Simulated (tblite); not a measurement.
Species: C6H8NOSi (doublet state).
Bonds: C1–Si2, Si2–C3, C3–C4 (aromatic), C4–C5 (aromatic), C5–C6 (aromatic), C6–C7, C7–N8 (double), C6–O9 (aromatic), C3–O9 (aromatic). Hydrogens: H10, H11, H12 on C1; H13, H14 on Si2; H15 on C4; H16 on C5; H17 on C7.

A start from a force field or distance geometry was refined with GFN2-xTB geometry optimisation, gas phase (tblite 0.8.0). Values at the start:

| coordinate | start |
| --- | --- |
| C1–Si2 | 1.851 Å |
| C1–H10 | 1.102 Å |
| Si2–C3 | 1.852 Å |
| Si2–H13 | 1.467 Å |
| C3–C4 | 1.384 Å |
| C3–O9 | 1.380 Å |
| C4–C5 | 1.413 Å |
| C4–H15 | 1.083 Å |
| C5–C6 | 1.380 Å |
| C5–H16 | 1.082 Å |
| C6–C7 | 1.423 Å |
| C6–O9 | 1.371 Å |
| C7=N8 | 1.456 Å |
| C7–H17 | 1.098 Å |
| C1–Si2–C3 | 106.4° |
| Si2–C3–C4 | 134.9° |
| C3–C4–C5 | 108.6° |
| C3–O9–C6 | 108.8° |
| C4–C3–O9 | 107.2° |
| C5–C6–C7 | 133.4° |
| C6–C7–N8 | 119.3° |
| C7–C6–O9 | 117.3° |

Problem. How do these coordinates change at the GFN2-xTB level?

Solution. 
```csv
coordinate,GFN2-xTB (Å or °),change
C7=N8,1.229,-0.227
C1–Si2,1.897,+0.046
C3–O9,1.349,-0.031
Si2–C3,1.882,+0.030
C6–C7,1.451,+0.028
C6–O9,1.350,-0.021
C1–H10,1.087,-0.015
C4–H15,1.071,-0.012
C5–H16,1.070,-0.012
C3–C4,1.374,-0.010
C4–C5,1.404,-0.009
C7–H17,1.103,+0.005
C5–C6,1.376,-0.004
Si2–H13,1.468,+0.001
C6–C7–N8,128.4,+9.1
C5–C6–C7,130.9,-2.5
C4–C3–O9,109.2,+2.0
Si2–C3–C4,133.2,-1.7
C7–C6–O9,119.0,+1.7
C1–Si2–C3,107.9,+1.5
C3–C4–C5,107.2,-1.4
C3–O9–C6,107.9,-0.9
```

The energy falls by 124.2 kJ/mol over 41 L-BFGS steps, the largest force on an atom goes from 8.02 to 0.010 eV/Å, and the atoms move by 0.075 Å rms after alignment. The bond that changes most is C7=N8 (ends: carbon bonded to C, N and H; nitrogen bonded to C), which shortens by 0.227 Å. Bonds longer at the end by more than 0.005 Å: 4 of 17; shorter: 10. Rotational constants go from 3583, 719.2, 631.6 to 3478, 731.5, 637.5 MHz.

Hardware: one thread, Intel Xeon at 2.50 GHz (x86_64), shared host with 64 logical CPUs at a one-minute load of 62. Cost: 1.1 s of wall time.

Its GFN2-xTB frequencies are all real (lowest 19 cm⁻¹). 3 starts were optimised and ended at 0.00, 0.10 and 1.50 kcal/mol (GFN2-xTB); the lowest of these is shown.

Conformer computed: `[CH3:1][SiH2:2][c:3]1[cH:4][cH:5][c:6]([CH:7]=[N:8])[o:9]1`: C1–Si2–C3–C4 -125°, C5–C6–C7–N8 1°.

One conformer stands for the species.
